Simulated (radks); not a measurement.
Numerical settings for neutral bismuth, [Hg] 6p3. All-electron calculation, scalar-relativistic Kohn-Sham, LDA (Slater exchange, Perdew-Wang correlation), spin-unpolarised, spherical densities, finite nucleus; Fermi nuclear charge, rms radius 5.5211 fm. Program: a radial shooting solver on a logarithmic mesh with Libxc functionals. The defaults (mesh step 0.008 in ln r, mesh end at 40 bohr or more with all orbitals vanishing there, Anderson mixing 0.5 over 9 steps, residual threshold near 1e-9 with the energy settled to 1e-9 hartree or 1e-11 of itself, here a cap of 79 iterations) give E = -21512.835 hartree and 6p at -4.770 eV in 13 iterations. Run on one thread of a shared host, so times are rough (Intel(R) Xeon(R) 6975P-C): 0.11 s of CPU time, 0.11 s wall, 13 iterations on 2440 mesh points. Changes against that run (0 stands for a change within the tolerance of the run):

setting,iterations,converged,E (mhartree),e(6p) (meV),CPU (s)
mesh step in ln r 0.005,13,yes,0,0,0.18
mesh step in ln r 0.03,13,yes,+0.0156,0,0.04
mesh step in ln r 0.12,4,no,diverged,-,0.01
mesh end (bohr) 12,13,yes,+0.0443,+4.37,0.11
mesh end (bohr) 5,14,yes,+164,+3.29e+03,0.11
residual threshold 0.01,10,yes,0,-0.101,0.1
residual threshold 1e-05,10,yes,0,-0.101,0.09
mixing 0.2,17,yes,0,0,0.14
"linear mixing, mixing 0.5",30,yes,0,0,0.2
"linear mixing, mixing 0.2",79,no,0,0,0.5
mixing history 20,16,yes,0,0,0.13
iteration cap 5,5,no,+4.99,-5.17,0.05

Settings that end as converged yet miss the energy by more than 1 mhartree: mesh end (bohr) 5 (+0.164 hartree). A mesh that ends early acts as a hard wall.
